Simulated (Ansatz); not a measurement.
CClF, SMILES `F[C]Cl` (lower singlet) (charge 0, multiplicity 1). This singlet lies 1.58 eV below the relaxed triplet at the level composite: frozen-core CCSD(T) with HF/cc-pVQZ and the correlation energy extrapolated as X^-3 from cc-pVTZ and cc-pVQZ, plus CCSDT(Q) minus CCSD(T) in cc-pVDZ // PBE0-D3(BJ)/def2-TZVP (Ansatz, a quantum-chemistry and plane-wave program).

Cartesian coordinates (Å):
SMILES: F[C]Cl
```xyz
3

F     -1.1153    -0.3452     0.0000
C     -0.2116     0.5769     0.0000
Cl     1.3269    -0.2316     0.0000
```
Charge 0, spin multiplicity 1.

Frozen-core energies in cc-pVDZ from Ansatz at a geometry from PBE0-D3(BJ)/def2-TZVP; the HF reference has <S^2> = 0.00 (restricted, and unstable towards unrestricted orbitals) and the T1 diagnostic is 0.019.

```json
[
 {"level": "HF", "energy (Ha)": "-596.71349", "difference from CCSDT(Q) (mHa)": "474.31"},
 {"level": "MP2", "energy (Ha)": "-597.14801", "difference from CCSDT(Q) (mHa)": "39.79"},
 {"level": "CCSD", "energy (Ha)": "-597.17215", "difference from CCSDT(Q) (mHa)": "15.65"},
 {"level": "CCSD(T)", "energy (Ha)": "-597.18560", "difference from CCSDT(Q) (mHa)": "2.20"},
 {"level": "CCSDT", "energy (Ha)": "-597.18657", "difference from CCSDT(Q) (mHa)": "1.23"},
 {"level": "CCSDT(Q)", "energy (Ha)": "-597.18780", "difference from CCSDT(Q) (mHa)": "0.00"}
]
```
